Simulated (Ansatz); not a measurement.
`CC(C)[SiH]`. Charge 0, multiplicity 1.

```xyz
12

C    -0.805    1.155   -0.224
C    -0.169    0.067    0.613
C     0.120   -1.231   -0.148
Si    1.692    0.023    0.993
H    -0.885    2.089    0.339
H    -0.204    1.360   -1.114
H    -1.816    0.884   -0.550
H    -0.762   -0.143    1.504
H     0.002   -1.108   -1.223
H     1.202   -1.587   -0.026
H    -0.441   -2.092    0.215
H     2.066    0.583   -0.380
```

**Question.** What are the harmonic wavenumbers in cm⁻¹ at PBE0-D4/def2-TZVP (Ansatz, finite differences of forces, unscaled)? (An estimate is asked.)

**Answer.** The calculation gave: 217, 236, 274, 309, 387, 583, 631, 784, 845, 928, 996, 1011, 1107, 1161, 1184, 1339, 1394, 1401, 1424, 1484, 1493, 1532, 2013, 2555, 3027, 3089, 3095, 3101, 3122, 3174.

**Question.** Is this a minimum?

**Answer.** Yes, all 30 modes are real.

**Question.** Give the ideal-gas thermochemistry at 298.15 K and 1 bar (rigid rotor, harmonic oscillator; point group C1, symmetry number 1).

**Answer.** Zero-point energy 262.5 kJ/mol; H(298) − E = 280.1 kJ/mol; entropy 308.1 J/(mol·K), of which translation 162.2, rotation 105.7, vibration 40.2; G(298) − E = 188.2 kJ/mol.

**Question.** And at 400, 500, 600, 800 and 1000 K?

**Answer.** 
```tsv
T (K)	H − E (kJ/mol)	S (J/mol/K)	G − E (kJ/mol)
400	290.9	339.0	155.3
500	303.7	367.5	119.9
600	318.5	394.4	81.8
800	352.8	443.6	-2.1
1000	392.0	487.2	-95.2
```
